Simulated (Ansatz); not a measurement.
C3H4Si, SMILES `C#C[SiH]=C` (charge 0, multiplicity 1).

Cartesian coordinates (Å):
```xyz
8

C      2.1498    -0.9495     0.6925
C      1.2026    -0.2889     0.3412
Si    -0.1881     0.7274    -0.1836
C     -1.7493     0.1054    -0.4360
H      2.9811    -1.5368     1.0022
H      0.1593     2.1422    -0.3714
H     -1.9885    -0.9398    -0.2931
H     -2.5669     0.7400    -0.7518
```
Charge 0, spin multiplicity 1.

Frozen-core energies in 6-31g from Ansatz (a program for electronic structure) at a geometry from B3LYP-D3(BJ)/def2-TZVP; the HF reference has <S^2> = 0.00 (restricted, and unstable towards unrestricted orbitals) and the T1 diagnostic is 0.013.

| level | energy (Ha) |
|---|---|
| HF | -404.64790 |
| MP2 | -404.97567 |
| CCSD | -405.00773 |

Q: Estimate the energies of CCSD(T), CCSDT and CCSDT(Q), and give each level's difference from CCSDT(Q).

A: 
```
level     energy (Ha)  difference from CCSDT(Q) (mHa)
--------  -----------  ------------------------------
MP2        -404.97567                           46.80
CCSD       -405.00773                           14.74
CCSD(T)    -405.02040                            2.07
CCSDT      -405.02091                            1.57
CCSDT(Q)   -405.02247                            0.00
```
